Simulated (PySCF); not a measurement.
# A survey of 29Si NMR shifts

How the numbers were obtained: shieldings: GIAO PBE0/pcSseg-1, geometry: GFN2-xTB, in PySCF 2.14.0 with density-fitted response routines (non-relativistic Hamiltonian, one conformer, no solvent model, fast rotation and ring inversion assumed for equivalent nuclei).

Shieldings were converted by a linear fit to measured shifts: 29Si (scatter 8.9 ppm rms, 25.8 ppm with the 6 outliers that the fit left out vs TMS, solution or neat liquid). A few per cent of atoms miss by over 2 rms, more outside the fitted compound classes.

(1) Give the 29Si shifts of `Cc1csc([SiH3])p1`, `[SiH3][SiH2]C1COC1`.

(2) Order these by 29Si shift, lowest first.
A. C=CC[SiH2]NC=O
B. CC/C=C\CO[SiH2]S
C. [SiH3][C@@H]1CCCC[P@@H]1=S

Answers

(1) 
```
                                   compound                        environment  δ (ppm)
                           Cc1csc([SiH3])p1           silicon bonded to C, 3 H    -71.1
[SiH3:1][SiH2:2][CH:3]1[CH2:4][O:5][CH2:6]1  Si2: silicon bonded to C, Si, 2 H    -66.3
[SiH3:1][SiH2:2][CH:3]1[CH2:4][O:5][CH2:6]1     Si1: silicon bonded to Si, 3 H   -110.3
```

(2) C (-66.2 ppm, silicon bonded to C, 3 H), A (-34.9 ppm, silicon bonded to C, N, 2 H), B (-21.5 ppm, silicon bonded to O, S, 2 H).
